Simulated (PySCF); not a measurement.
Input file for PySCF: R-B3LYP/3-21G on GeH4Si (SMILES [SiH3][GeH]), a point of a torsion scan.

```python
from pyscf import gto, scf, dft, mp
from pyscf.data.elements import chemcore

mol = gto.M(
    atom='''
    Si   -0.57353390    0.03719288    0.04436652
    Ge    1.65927370    0.91657184   -0.16884035
    H    -0.93817995   -0.75815264    1.22375212
    H    -1.56707721    1.12646258    0.00010766
    H    -0.90610214   -0.82069025   -1.10846420
    H     2.08427157    0.25454299    1.24728880
    ''',
    basis='3-21g',
    charge=0, spin=0, verbose=3, max_memory=1800)
mf = dft.RKS(mol, xc='b3lyp')
mf.conv_tol = 1e-8
mf.max_cycle = 100
mf.kernel()
if not mf.converged:
    mf = mf.newton().run(mf.mo_coeff, mf.mo_occ)
```

The log:

```
converged SCF energy = -2357.28731806357
```

The run converged.

Cost: very roughly 4 core-seconds.
